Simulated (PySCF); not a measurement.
C₅H₁₀F₂O.
Cartesian coordinates in Å at the GFN2-xTB level; atoms count from 1:
```
atom  x, y, z in Å
C1    -2.6809    0.6041    0.6068
C2    -1.7376   -0.4239    0.0051
O3    -0.4711    0.1772   -0.1654
C4     0.4947   -0.6920   -0.7032
C5     1.8169    0.0620   -0.8037
C6     2.3215    0.4390    0.5788
F7     2.6970   -0.6643    1.2747
F8     3.4302    1.2155    0.4913
H9    -3.6701    0.1736    0.7319
H10   -2.7469    1.4694   -0.0464
H11   -2.3067    0.9279    1.5737
H12   -1.6478   -1.2994    0.6669
H13   -2.1177   -0.7740   -0.9677
H14    0.6128   -1.5776   -0.0591
H15    0.1854   -1.0361   -1.7024
H16    1.6733    0.9829   -1.3687
H17    2.5664   -0.5557   -1.2994
H18    1.5718    0.9775    1.1751
```

IAO charges (e) from the PBE0/pcSseg-1 density (PySCF), one withheld:

```
atom      bonded to   charge
  C1  C2 H9 H10 H11  -0.4232
  C2  C1 O3 H12 H13  -0.0390
  O3          C2 C4  -0.4068
  C4  O3 C5 H14 H15  -0.0472
  C5  C4 C6 H16 H17        ?
  C6   C5 F7 F8 H18  +0.4496
  F7             C6  -0.3127
  F8             C6  -0.3101
  H9             C1  +0.1464
 H10             C1  +0.1498
 H11             C1  +0.1489
 H12             C2  +0.1161
 H13             C2  +0.1146
 H14             C4  +0.1227
 H15             C4  +0.1214
 H16             C5  +0.1620
 H17             C5  +0.1572
 H18             C6  +0.1476
```

**Question.** What is the charge on C5?

**Answer.** The charges add up to the total charge, 0. The others sum to +0.2973, which leaves -0.2973 e for C5 (chain CH2 carbon); the computed value is -0.2975, the difference coming from rounding.

**Question.** Add each hydrogen's charge to the atom that carries it.

**Answer.** C1 +0.0219, C2 +0.1917, C4 +0.1969, C5 +0.0217, C6 +0.5972. Atoms without hydrogen keep their charges.

**Question.** Across which bond do the charges differ most?

**Answer.** C6–F7: +0.4496 on C6 against -0.3127 on F7, a difference of 0.7623 e. The lower charge is on the more electronegative element of the two (Pauling values: F 3.98, C 2.55).

**Question.** Take the bonds between elements whose Pauling electronegativities differ by more than 0.25. In how many does the more electronegative atom carry the lower charge?

**Answer.** In 13 of 14; it doesn't in C6–H18.

**Question.** How much positive and how much negative charge does this set hold in all?

**Answer.** +1.8363 e on 11 atoms and -1.8365 e on 7.

The IAO scheme projects the occupied orbitals on a minimal set of polarised atomic orbitals and counts the electrons in each atom's part of it. One conformer (not necessarily the lowest) at the GFN2-xTB geometry, without solvent, vibrations or thermal averaging.
